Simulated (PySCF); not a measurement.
Dipole moment and polarisability of `O[B](O)[GeH2][CH2][GeH3]`

Species: CH₉BGe₂O₂.
Atom-mapped SMILES: `[OH:1][B:2]([OH:3])[GeH2:4][CH2:5][GeH3:6]` (hydrogens: H7 on O1; H8 on O3; H9, H10 on Ge4; H11, H12 on C5; H13, H14, H15 on Ge6)

Geometry (PBE0-D3(BJ)/def2-SVP, Å), atoms numbered from 1 in this order:
```
atom  x, y, z in Å
O1    -2.3099    0.8968    0.5006
B2    -2.1837   -0.4556    0.5947
O3    -2.9962   -1.2506    1.3381
Ge4   -0.6273   -1.3057   -0.4827
C5     0.8116    0.0209   -0.6633
Ge6    1.6344    0.4925    1.0426
H7    -3.0255    1.2841    1.0198
H8    -3.7029   -0.7933    1.8097
H9    -0.0668   -2.5690    0.2069
H10   -1.0918   -1.7333   -1.8953
H11    1.5901   -0.3452   -1.3498
H12    0.3731    0.9307   -1.1029
H13    0.5584    0.9732    2.0382
H14    2.3368   -0.7371    1.6534
H15    2.6775    1.6170    0.8733
```

Level: CAM-B3LYP/def2-SVPD (PySCF), static field, nuclei fixed, core orbitals frozen in the response. The polarisability tensor in these axes (au):

```
x   107.31   5.74  -0.86
y     5.74  95.67   6.35
z    -0.86   6.35  92.66
```

**Question.** What are the eigenvalues, a third of the trace, and Δα (Δα² = ½Σ(αi − αj)² over the three pairs)?

**Answer.** Principal values 86.72, 99.08 and 109.84 au; mean 98.54 au = 14.60 Å³ = 16.25 × 10⁻⁴⁰ C²·m²/J; Δα = 20.04 au (20 % of the mean).

**Question.** What is the dipole moment, and where does it point?

**Answer.** (-2.56, 1.59, 0.97) D, 3.17 D in size, pointing from the negative to the positive side. Measured along this direction, the outermost atoms are H11 and H14 at the negative end and H7 at the positive end.

**Question.** What depolarisation ratio follows for Rayleigh scattering of linearly polarised light, taking the static tensor?

**Answer.** ρ = 3Δα²/(45ᾱ² + 4Δα²) = 1205.1/(436990 + 1606.9) = 0.00275.

**Question.** Refractivity n − 1 of an ideal gas of it at 350 K and 1 atm, from the electronic α?

**Answer.** N = p/kT = 2.0968 × 10¹⁹ cm⁻³, so n − 1 = 2π × N × 14.60 × 10⁻²⁴ cm³ = 1924 × 10⁻⁶ at long wavelengths.

**Question.** Directions of the eigenvectors, and the extent of the frame along each?

**Answer.** Largest value along (0.90, 0.41, 0.11), where the nuclei span 6.66 Å; middle along (-0.37, 0.63, 0.68), 4.61 Å; least along (0.21, -0.65, 0.73), 3.51 Å. The response follows the extents in order.

Isolated species at its PBE0-D3(BJ)/def2-SVP geometry (one conformer only). The calculation is non-relativistic, for germanium too.
